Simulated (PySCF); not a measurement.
# `[SiH3]P[Si@H]1CCO1`, C₂H₉OPSi₂

Cartesian coordinates in Å; atom numbers follow the order of the lines, from 1:
```xyz
15

Si    2.902    0.099    0.658
P     1.307   -1.376    0.133
Si   -0.275    0.029   -0.542
C    -2.104   -0.511   -0.477
C    -2.200    0.573    0.591
O    -0.829    0.955    0.713
H     2.624    0.603    1.999
H     4.160   -0.652    0.639
H     2.997    1.210   -0.295
H     1.758   -1.630   -1.147
H     0.028    0.868   -1.711
H    -2.720   -0.329   -1.349
H    -2.313   -1.504   -0.093
H    -2.780    1.441    0.275
H    -2.560    0.231    1.561
```

Computed with TDDFT BHandHLYP/def2-SVPD circular dichroism and optical rotation, one conformer, gas phase (PySCF 2.14.0). Geometry: GFN2-xTB.

The molecule is flexible and this is one conformer; a measurement averages over conformers.

(1) Draw the ECD and absorption spectra from the lowest 12 states, each a Gaussian of half-width 0.2 eV at 1/e height.

## Answers

(1) 
```
E (eV)  λ (nm)  Δε (L mol⁻¹ cm⁻¹)  ε (L mol⁻¹ cm⁻¹)
  5.29     234               0.00              0.81
  5.39     230              +0.03              7.68
  5.49     226              +0.19              44.2
  5.59     222              +0.65               154
  5.69     218              +1.37               327
  5.79     214              +1.76               419
  5.89     211              +1.37               327
  5.99     207              +0.64               155
  6.09     204              +0.12                48
  6.19     200              -0.37              48.5
  6.29     197              -1.00               303
  6.39     194              +3.04              1500
  6.49     191             +28.21              4930
  6.59     188             +85.29             10700
  6.69     185            +139.09             16000
  6.79     183            +125.19             19000
  6.89     180             +25.00             21300
  6.99     177             -98.33             22800
  7.09     175            -149.81             19900
  7.19     172            -107.74             12900
  7.29     170             -40.65              6930
  7.39     168              -8.33              4660
  7.49     166             -10.73              4290
  7.59     163             -24.11              5140
  7.69     161             -39.70              8460
```
Δε uses R in velocity form, ε uses f in length form. Only the states computed contribute, so the short-wavelength end is incomplete.
